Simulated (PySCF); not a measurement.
Delta-SCF ions had no search for a lower state. Excitations are Tamm–Dancoff values on a coarser integration grid. The basis has no diffuse functions, so Rydberg states are missing or too high.

## CH3B2N, SMILES `NC1=BB1` (H–N–C–B torsion 178°) (charge 0, multiplicity 1)

All values below come from PBE0-D3(BJ)/def2-TZVP run with PySCF.

```yaml
HOMO: -6.59 eV
dipole_moment: 3.11 D
LUMO: -2.14 eV
HOMO–LUMO gap: 4.45 eV
S1 excitation (TDA): 2.72 eV
S1 oscillator strength: 0.005
brightest of the four lowest singlets (TDA): 5.47 eV
T1 excitation (TDA): 2.23 eV
S1–T1 gap (TDA): 0.49 eV
vertical ionisation energy (Delta-SCF): 8.77 eV
total_energy: -144.1100 Ha
cost: very roughly 70 core-seconds
```

```xyz
7

N     -1.2134    -0.1601    -0.1337
C     -0.0159     0.4272    -0.3068
B      1.0567     1.2111    -0.6559
B      1.5059    -0.0173     0.0706
H     -1.2637    -0.9488     0.4911
H     -2.0146     0.4498    -0.0963
H      1.9451    -0.9620     0.6310
```
